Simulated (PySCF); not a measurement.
## `CC#C[C@H](C#N)[SiH2]F` in a uniform electric field

C₅H₆FNSi.
Numbering: `[CH3:1][C:2]#[C:3][C@H:4]([C:5]#[N:6])[SiH2:7][F:8]` (hydrogens: H9, H10, H11 on C1; H12 on C4; H13, H14 on Si7)

Structure used (GFN2-xTB), in Å, numbered top down from 1:
```xyz
14
C5H6FNSi angstrom
C      2.6811    1.0149    0.6218
C      1.3963    0.3621    0.5125
C      0.3270   -0.1748    0.4406
C     -0.9639   -0.8300    0.3128
C     -0.7906   -2.0935   -0.3473
N     -0.6508   -3.0886   -0.8940
Si    -2.1859    0.2845   -0.6733
F     -2.3946    1.5822    0.2555
H      3.4194    0.4779    0.0269
H      2.6095    2.0398    0.2583
H      3.0067    1.0294    1.6616
H     -1.3760   -1.0179    1.3125
H     -3.4895   -0.3492   -0.7643
H     -1.5895    0.7625   -1.9057
```

Level: B3LYP/def2-SVPD (PySCF); nuclei fixed, core orbitals frozen in the response. Permanent dipole (0.525, 2.573, 0.857) D (1 au = 2.5417 D). Static polarisability (au):

```
x   103.94  10.99   7.89
y    10.99  88.85   6.44
z     7.89   6.44  68.75
```

Only the terms in μ and α are kept: μ(F) = μ + αF and ΔE = −μ·F − ½ F·αF.

Question: What do fields of 0.257 V/Å (0.005 au) along the six axis directions do?

Answer: 
```
field along  induced x (D)  induced y (D)  induced z (D)  total size (D)  −μ·F (kJ/mol)  −½F·αF (kJ/mol)
         +x          1.321          0.140          0.100           3.418         -2.711           -3.411
         −x         -1.321         -0.140         -0.100           2.670         +2.711           -3.411
         +y          0.140          1.129          0.082           3.877        -13.289           -2.916
         −y         -0.140         -1.129         -0.082           1.683        +13.289           -2.916
         +z          0.100          0.082          0.874           3.230         -4.426           -2.256
         −z         -0.100         -0.082         -0.874           2.527         +4.426           -2.256
```

Question: For the field (-0.0045, -0.0025, -0.0020) au, what is the induced dipole, and what angle does it make with the field?

Answer: αF = (-1.299, -0.723, -0.481) D, at 3.3° to the field. The polarisability along this direction, F·αF/F², is 111.11 au, against a mean of 87.18 au.

Question: Which field along μ doubles the dipole in that direction (linear response)?

Answer: The polarisability along the dipole is 96.00 au, so F = 1.0868 au / 96.00 au = 0.0113 au = 0.58 V/Å; higher-order terms are ignored.

Question: What field makes μF equal to kT at 400 K?

Answer: kT = 1.2667 × 10⁻³ Eh, so F = 0.00117 au = 5.99 MV/cm.

Question: A unit point charge sits 7 Å away. Estimate the induction energy −αe²/2R⁴ with the mean polarisability, treating the molecule as a point.

Answer: R = 13.23 bohr, so the energy is −87.2/(2 × 13.23⁴) Eh = -3.74 kJ/mol. The charge–dipole term at its most favourable orientation, −μe/R², is -16.3 kJ/mol.

Geometry: GFN2-xTB, one conformer, isolated molecule. GFN2-xTB frequencies show an imaginary mode (20i cm⁻¹), so this geometry is no minimum at that level.

The run behind these numbers computed excited states as well. The run took 79 s (with the writing of density and orbital grids) on one thread, Arm Neoverse N1 (aarch64), no GPU (shared host), and the process peaked at 0.85 GiB of memory.
